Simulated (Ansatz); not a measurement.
`O[Si](Cl)(Br)Br` + `F[CH2][GeH3]` → `O[SiH](Cl)Br` + `F[CH2][GeH2][Br]` at 298.15 K and 1 bar (redistribution).

Program: Ansatz. Geometries: PBE0-D4/def2-TZVP. ΔE: electronic, gas phase. CCSD(T)/CBS adds triple-zeta CCSD(T) − MP2 to the extrapolated MP2 energy (def2 sets, frozen cores). For Br, Ge outer-core shells are correlated without core-valence functions, which leaves a few kJ/mol of doubt a bond. Scalar relativity is left out up to krypton. One conformer a species, not always the lowest.

```tsv
species	CCSD(T)/CBS energy (Eh)	H − E (kJ/mol)	S (J/(mol·K))
`O[Si](Cl)(Br)Br`	-5971.47577	70.7	376.2
`F[CH2][GeH3]`	-2216.93494	154.0	301.6
`O[SiH](Cl)Br`	-3398.70645	86.2	332.7
`F[CH2][GeH2][Br]`	-4789.70402	141.0	348.5
```

H − E and S are ideal-gas, rigid-rotor, harmonic terms from PBE0-D4/def2-TZVP, for one conformer and one mirror image of each species. 1 Eh = 2625.50 kJ/mol, R = 8.31446 J/(mol·K).

Question: By hand: ΔE, ΔH, ΔS and ΔG.

Answer: ΔE = (-3398.70645) + (-4789.70402) − (-5971.47577) − (-2216.93494) = 0.00024 Eh = 0.6 kJ/mol. Δ(H − E) = 86.2 + 141.0 − 70.7 − 154.0 = 2.5, so ΔH = 3.1 kJ/mol. ΔS = 332.7 + 348.5 − 376.2 − 301.6 = 3.4 J/(mol·K). ΔG = 3.1 − 298.15 × (3.4)/1000 = 2.1 kJ/mol.

Question: By hand: the equilibrium constant, and the temperature at which ΔG would vanish if ΔH and ΔS stayed fixed.

Answer: log₁₀ K = −ΔG/(RT ln 10) = -0.4. ΔG = 0 at ΔH/ΔS = 912 K, though so small a ΔH makes that figure unsure.

The number of gas molecules stays the same, so ΔS is small and ΔH decides. The sign of ΔG lies within the doubt. A doubt of 5 kJ/mol in ΔE shifts log₁₀ K by 0.9 here. Other conformers and mirror images would add mixing entropy, several J/(mol·K) or more a flexible species. These are equilibria of isolated gas molecules and say nothing of rates. Largest T1 diagnostic: 0.011 (customary marks: 0.02 for closed shells, 0.045 for open ones).
